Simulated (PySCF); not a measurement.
Problem. Write Cartesian coordinates for `C=CC[P@@](=O)(O)C=C` as optimised with PBE0/def2-SV(P).

Solution. 
```
atom  x, y, z in Å
C1     3.042    0.611    0.353
C2     1.896    0.421    1.011
C3     0.798   -0.497    0.574
P4    -0.695    0.448    0.119
O5    -1.132    1.454    1.129
O6    -0.273    1.089   -1.324
C7    -1.962   -0.756   -0.311
C8    -3.123   -0.738    0.351
H9     3.271    0.076   -0.577
H10    3.798    1.313    0.725
H11    1.699    0.988    1.930
H12    0.494   -1.172    1.397
H13    1.100   -1.118   -0.288
H14   -0.374    2.055   -1.301
H15   -1.765   -1.477   -1.115
H16   -3.297    0.001    1.144
H17   -3.931   -1.444    0.121
```

Orientation and origin are arbitrary. Atoms count from 1 in this order. The 2 C–P bonds span 1.800 Å (P4–C7, drawn single) to 1.825 Å (C3–P4, drawn single), a spread of 0.025 Å. Of the pairs four or more bonds apart, O5···H16 is among the closest relative to their van der Waals radii: 2.61 Å, 96 % of the sum of Bondi's values. P4 (phosphoryl phosphorus) is distorted tetrahedral (angles from 102.3° to 114.8°). The 2 O–P bonds span 1.491 Å (P4=O5, drawn double) to 1.634 Å (P4–O6, drawn single), a spread of 0.143 Å.

Bonds between heavy atoms (Å): C1=C2 1.335, C2–C3 1.497, C3–P4 1.825, P4=O5 1.491, P4–O6 1.634, P4–C7 1.800, C7=C8 1.336.

The calculation used PBE0/def2-SV(P) geometry optimisation, gas phase (PySCF 2.14.0).

Point group: C1 (no symmetry element, even within 0.4 Å). No PBE0/def2-SV(P) frequencies stand behind this structure, so it isn't proved a minimum. The numbers are those of one conformer (C1–C2–C3–P4 -113°, C2–C3–P4–O5 -50°, C3–P4–O6–H -125°, C3–P4–C7–C8 123°).

On one thread, Arm Neoverse V2 (aarch64), on a shared host, this took 32 s of wall time and 0.58 GiB of memory at its peak. That covers the optimisation of the geometry.
